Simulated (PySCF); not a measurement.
C3H7O2, SMILES C[C](O)CO, multiplicity 2. Geometry optimised at PBE-D3(BJ)/def2-SVP. The isomer is the one that the SMILES or the coordinates give; other isomers of the formula were not compared. Other conformers were not sampled.

These are PBE-D3(BJ)/def2-SVP in PySCF 2.14.0 values and carry that method's errors.

Harmonic wavenumbers (cm⁻¹): 84, 128, 177, 319, 382, 426, 431, 559, 792, 908, 953, 965, 991, 1112, 1144, 1269, 1309, 1313, 1356, 1376, 1397, 1409, 1416, 2848, 2901, 3013, 3021, 3074, 3668, 3688. Rotational constants (GHz): 7.087, 3.882, 3.029; symmetry number 1.

Question: Work out the zero-point energy and the ideal-gas rigid-rotor harmonic-oscillator thermochemistry at 298.15 K and 1 atm.

Answer: ZPE = ½ Σ hcν = ½ × 42429 cm⁻¹ = 60.66 kcal/mol. H − E(el) = 65.47 kcal/mol. Entropy in cal/(mol K): translation 38.86, rotation 25.76, vibration 14.67, spin 1.38, total 80.67. G − E(el) = 41.42 kcal/mol. Cp = 24.69 cal/(mol K). Modes under 150 cm⁻¹ make the vibrational entropy uncertain.
